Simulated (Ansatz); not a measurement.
Two members of one family ([Ln(NH3)6]3+), computed with Ansatz in the gas phase; def2 core potentials for Er, Tm, no spin–orbit coupling. HOMO and LUMO are taken over both spins. With an open 4f shell the SCF may have ended above the lowest state. The structures are stationary points that may keep the symmetry of their start.

First: [Er(NH3)6]3+ (quartet, charge 3, PBE-D4/def2-SVP geometry).

Cartesian coordinates in Å:
```
Er -0.001 0.000 0.001
N -1.594 0.226 1.888
H -2.064 -0.651 2.184
H -2.389 0.874 1.730
H -1.180 0.578 2.774
N 1.605 -0.214 -1.877
H 2.026 0.676 -2.207
H 1.215 -0.623 -2.748
H 2.435 -0.809 -1.694
N -1.358 -1.908 -0.814
H -1.059 -2.840 -0.467
H -1.370 -2.038 -1.844
H -2.367 -1.883 -0.571
N 1.370 1.908 0.791
H 2.394 1.818 0.652
H 1.291 2.126 1.803
H 1.154 2.819 0.341
N 1.456 -1.496 1.339
H 1.013 -1.883 2.195
H 2.328 -1.068 1.703
H 1.799 -2.345 0.851
N -1.480 1.483 -1.326
H -1.076 1.809 -2.226
H -1.761 2.369 -0.863
H -2.388 1.073 -1.615
```

| level | HOMO (eV) | LUMO (eV) | gap (eV) |
| --- | --- | --- | --- |
| PBE-D4/def2-SVP | -19.59 | -18.13 | 1.46 |
| PBE-D4/def2-TZVP | -19.62 | -18.20 | 1.42 |
| r2SCAN-D4/def2-TZVP | -20.18 | -16.01 | 4.17 |
| PBE0-D4/def2-SVP | -21.48 | -14.21 | 7.27 |
| PBE0-D4/def2-TZVP | -21.46 | -14.24 | 7.22 |

Metal–donor distances: 6 × N 2.48 Å.

Second: [Tm(NH3)6]3+ (triplet, charge 3, PBE-D4/def2-SVP geometry).

Cartesian coordinates in Å:
```
Tm -0.002 0.000 -0.004
N 1.397 0.451 -2.004
H 0.943 0.261 -2.918
H 2.279 -0.093 -2.068
H 1.724 1.430 -2.110
N -1.385 -0.433 2.012
H -0.904 -0.292 2.921
H -1.762 -1.397 2.099
H -2.237 0.153 2.109
N -1.256 -1.647 -1.336
H -2.092 -1.272 -1.824
H -1.636 -2.450 -0.797
H -0.718 -2.101 -2.097
N 1.244 1.637 1.348
H 0.669 2.186 2.016
H 1.750 2.367 0.809
H 1.986 1.231 1.951
N -1.544 1.771 -0.732
H -1.443 2.051 -1.726
H -1.454 2.669 -0.220
H -2.554 1.548 -0.646
N 1.542 -1.778 0.708
H 1.402 -2.111 1.681
H 2.551 -1.530 0.682
H 1.498 -2.651 0.147
```

Estimate the same table for the second.


| level | HOMO (eV) | LUMO (eV) | gap (eV) |
| --- | --- | --- | --- |
| PBE-D4/def2-SVP | -19.29 | -18.56 | 0.73 |
| PBE-D4/def2-TZVP | -19.37 | -18.62 | 0.75 |
| r2SCAN-D4/def2-TZVP | -19.76 | -17.59 | 2.17 |
| PBE0-D4/def2-SVP | -21.53 | -15.28 | 6.25 |
| PBE0-D4/def2-TZVP | -21.51 | -15.24 | 6.27 |

Metal–donor distances: 6 × N 2.46 to 2.48 Å.
